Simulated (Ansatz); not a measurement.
**An input for ZrO (SMILES [O][Zr])**

ZrO has 2 atoms, charge 0, and is taken as a singlet. As SMILES, `[O][Zr]`. The bond length is the measured one. The run starts from this shape.

```xyz
2

O     0.0000    0.0000    0.0000
Zr    0.0000    0.0000    1.7116
```

Settings wanted:

```yaml
basis_set: def2-SVP
core_potential: def2-SVP
integral_approximation: automatic
walk_f_tol: 0.002 eV/angstrom
task: optimise
method: DFT
functional: wB97X
reference: RKS
accuracy: medium
xc_omega: 0.5
```

**Question.** Give an Ansatz 0.2.0 job that does this.

**Answer.** One that was run (others would do as well):

run.yaml:
```yaml
basis:
  gaussian: {orbitals: def2-SVP}
crystal:
  periodic: [false, false, false]
  atoms:
    - symbol: O
      position_ang: [0.000000, 0.000000, 0.000000]
    - symbol: Zr
      position_ang: [0.000000, 0.000000, 1.711600]
hamiltonian: {xc: {name: wB97X, parameters: {omega: 0.5/bohr}}}
relax: {f_tol: 0.002}
```

```bash
$ ansatz run run.yaml --threads 1 --pin off --max-ram 3480MiB --events-out events.jsonl --progress --plain --runs-dir runs
```

Calculated total energy at the end of the run: -122.12375 Eh.
